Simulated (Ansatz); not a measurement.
C$_{2}$H$_{6}$GeO$_{2}$ (`CC(=O)[O][GeH3]`), charge 0, multiplicity 1.

Question: Give a relaxed structure at PBE0-D4/def2-TZVP (Ansatz). (Estimate.)

Answer: Ansatz gave: 
Z-matrix (Å, degrees):
```
C
C 1 1.497
H 1 1.092 2 109.6
H 1 1.087 2 110.0 3 121.2
H 1 1.092 2 109.6 3 -117.4
O 2 1.209 1 124.8 3 -120.7
O 2 1.328 1 113.2 3 59.3
Ge 7 1.834 2 112.9 1 -179.9
H 8 1.529 7 109.1 2 62.4
H 8 1.529 7 109.1 2 -62.4
H 8 1.534 7 100.1 2 180.0
```
Point group Cs.
This is one stationary point; other conformers may exist.
